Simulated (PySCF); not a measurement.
CH8ClNSi2, SMILES C[SiH2]N[SiH2]Cl.

Geometry: B3LYP-D3(BJ)/def2-SVP. This is a generated structure with no PubChem entry under its InChIKey; it may be hypothetical. The values are those of a single conformer.

Two levels are set side by side: TDDFT-PBE/def2-SVPD (PySCF) and TDDFT-CAM-B3LYP/def2-SVPD (PySCF). Vertical, same geometry. The lowest singlet is HOMO→LUMO 94 % with PBE and HOMO→LUMO 84 % with the other functional; states are paired by order. Differences are taken from unrounded values.

| quantity | TDDFT-PBE |
|---|---|
| lowest singlet excitation (eV) | 5.93 |
| lowest triplet excitation (TDA) (eV) | 5.66 |
| first bright state (f over 0.05) (eV) | 6.26 |
| its oscillator strength | 0.07 |

### Question
These are the TDDFT-PBE values. What does TDDFT-CAM-B3LYP give? (The exact figures need the calculation; the answer reports its results.)

### Answer

| quantity | TDDFT-CAM-B3LYP | TDDFT-PBE minus TDDFT-CAM-B3LYP |
|---|---|---|
| lowest singlet excitation (eV) | 6.74 | -0.80 |
| lowest triplet excitation (TDA) (eV) | 6.38 | -0.72 |
| first bright state (f over 0.05) (eV) | 7.47 | -1.21 |
| its oscillator strength | 0.08 | -0.01 |

A lower first singlet is the usual sign of a functional without exact exchange. Differences between two approximate levels are no errors against the true value.

Rough cost on one machine, each run with all the roots and properties that it gave: TDDFT-CAM-B3LYP against TDDFT-PBE about 7 times.
